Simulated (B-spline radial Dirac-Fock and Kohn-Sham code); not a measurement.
**Dipole and non-dipole photoemission parameters of P 2s**

System: the P atom in the configuration [Ne] 3s2 3p3; threshold 189.0 eV (tabulated edge). Level of theory: Dirac-Hartree-Slater photoionisation with a Latter tail; cross sections with all multipoles, angular parameters from the dipole term and its interference with E2; an atomic code on a B-spline grid.

For linearly polarised light dσ/dΩ = σ/(4π) [1 + β P₂(cos θ) + (δ + γ cos²θ) sin θ cos φ], with θ from the polarisation vector and φ the angle between the beam and the projection of the electron momentum on the plane normal to the polarisation.

| hν (eV) | σ (kb) | β | γ |
| --- | --- | --- | --- |
| 317 | 276 | 2.000 | 0.055 |
| 400 | 197 | 2.000 | -0.027 |
| 437 | 172 | 2.000 | -0.039 |
| 541 | 120 | 2.000 | -0.036 |
| 749 | ? | ? | ? |
| 840 | 53.3 | 2.000 | 0.069 |
| 1220 | 24.8 | 2.000 | 0.230 |
| 1253.6 | 23.4 | 2.000 | 0.244 |
| 1260 | 23.1 | 2.000 | 0.247 |
| 1450 | 17.1 | 2.000 | 0.321 |
| 1486.9 | 16.1 | 2.000 | 0.335 |
| 1940 | 8.84 | 2.000 | 0.497 |
| 2310 | 5.87 | 2.000 | 0.616 |
| 2940 | 3.27 | 2.000 | 0.797 |
| 3930 | 1.57 | 2.000 | 1.041 |
| 4000 | 1.50 | 2.000 | 1.057 |
| 4090 | 1.42 | 2.000 | 1.077 |
| 4740 | 0.968 | 2.000 | 1.216 |
| 5300 | 0.720 | 2.000 | 1.326 |
| 5414.7 | 0.680 | 2.000 | 1.348 |
| 6000 | 0.516 | 2.000 | 1.454 |
| 6330 | 0.447 | 2.000 | 1.511 |
| 6360 | 0.441 | 2.000 | 1.516 |
| 9251.7 | 0.156 | 2.000 | 1.956 |
| 9660 | 0.138 | 2.000 | 2.011 |
| 11100 | 0.0932 | 2.000 | 2.195 |

Question: Give the values at 749 eV.

Answer: σ = 66.5 kb, β = 2.000, γ = 0.032. For an s subshell δ is negligible.

Values without a named source are computed, but for edge energies of neutral atoms, which are taken from tables.
